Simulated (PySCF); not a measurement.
H6O3Si2. Atoms are numbered in the order given.

```xyz
11

O      1.0891     1.6290     0.5656
Si     1.3544     0.3193    -0.4721
Si    -0.5892    -0.8489     0.0508
O     -1.0558    -0.1206     1.4737
O     -1.6451    -0.6016    -1.2168
H      1.7345     2.3430     0.5777
H      1.4788     0.7696    -1.8913
H      2.6252    -0.3889    -0.1198
H     -0.4810    -2.3071     0.3298
H     -0.6642     0.7605     1.5697
H     -2.5114    -1.0174    -1.1478
```

Coordinates come from a ωB97X-D3(BJ)/def2-SVP optimisation. Other conformers were not sampled.

All values below come from PBE/def2-TZVP (PySCF).

ESP charges are fitted to the potential on shells at 1.4 to 2.0 van der Waals radii. Atomic charges (e):

```csv
atom,Löwdin,meta-Löwdin,Mulliken,ESP fit
O1,-0.15,-0.74,?,-0.64
Si2,0.06,0.53,0.22,0.25
Si3,-0.09,0.92,?,0.64
O4,-0.10,-0.72,-0.47,-0.61
O5,-0.11,-0.73,-0.48,-0.68
H6,0.17,0.35,0.31,0.44
H7,-0.04,-0.09,-0.03,-0.05
H8,-0.04,-0.10,-0.04,-0.08
H9,-0.04,-0.12,?,-0.12
H10,0.18,0.35,?,0.41
H11,0.17,0.35,?,0.44
```

What belongs in the gaps? (The exact figures need the calculation; the answer reports its results.)


- O1, Mulliken: -0.52
- Si3, Mulliken: 0.43
- H9, Mulliken: -0.06
- H10, Mulliken: 0.33
- H11, Mulliken: 0.31

Computed Mayer and Wiberg (Löwdin basis) orders of the bonds:
```
bond     Mayer  Wiberg
-------  -----  ------
O1–Si2    1.13    1.64
Si2–Si3   0.91    1.03
Si3–O4    1.25    1.70
Si3–O5    1.24    1.70
O1–H6     0.88    1.03
Si2–H7    0.91    0.94
Si2–H8    0.91    0.94
Si3–H9    0.91    0.91
O4–H10    0.86    0.99
O5–H11    0.88    1.02
```
